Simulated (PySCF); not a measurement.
Zn(Et)2 (C4H10Zn), SMILES C[CH2][Zn][CH2]C.

Coordinates come from a PBE-D3(BJ)/def2-SVP optimisation. The isomer is the one that the SMILES or the coordinates give; other isomers of the formula were not compared. The values are those of a single conformer.

These are PySCF with PBE0/def2-TZVP values and carry that method's errors.

Isolated molecule, no solvent.

| Quantity | Result |
|---|---|
| total energy | -1937.42707 hartree |
| point group | C2 |
| highest occupied level | -6.51 eV |
| lowest empty level | -0.06 eV |
| orbital gap | 6.45 eV |
| dipole moment | 0.10 D |
| quadrupole, principal values (traceless, Buckingham form, about the centre of nuclear charge) | -5.95, 2.37, 3.58 D·Å |
| mean static polarisability | 76.8 bohr³ (11.38 Å³) |
| polarisability, principal values | 63.7, 66.2, 100.4 bohr³ |
